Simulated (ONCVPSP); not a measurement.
# Transferability test, ONCV potential for bromine (Br)

* Element: Br
* Generator: ONCVPSP 4.0.1
* Type: optimised norm-conserving Vanderbilt (ONCV)
* Functional: LDA (Perdew-Wang 92)
* Relativity: scalar-relativistic
* Frozen core: [Ar] 3d10
* Valence charge: 7
* Reference configuration: 4s2 4p2 (charge +3)
* Partial waves: 4s: rc 1.50 bohr, ncon 4, nbas 9, qcut 5.5 1/bohr, 2 projectors, debl 1 Ha; 4p: rc 1.20 bohr, ncon 4, nbas 8, qcut 7.8 1/bohr, 3 projectors, debl 2.7 Ha; d scattering state at 0.14 Ha: rc 1.65 bohr, ncon 4, nbas 8, qcut 5.1 1/bohr, 2 projectors, debl 2.4 Ha
* Local potential: polynomial inside 1.20 bohr (lpopt 3, dvloc0 0 Ha)
* Core correction: none

In the s channel the program set the typed energies aside and used -2.003, 0.250 Ha. In the d channel the program set the typed energies aside and used 0.050, 2.450 Ha.

Energies are relative to the spin-unpolarised reference configuration 4s2 4p2; without spin polarisation the order of configurations can differ from experiment.

```
valence configuration  charge  ΔE all-electron (eV)  error AE − PS (meV)
              4s2 4p5       0               -69.865                  +66
              4s2 4p3      +2               -34.220                  +19
              4s1 4p5      +1               -44.115                  +39
```

(1) What are ΔE and the potential's error for 4s2 4p4?

Note: ghosts flagged at negative energy: p at -212.9 eV; GHOST(+) flagged for s at 107.4 eV. A true bound ghost makes a file unfit for plane-wave use.

## Answers

(1) ΔE = -57.160 eV all-electron; the error (AE − PS) is +46 meV.
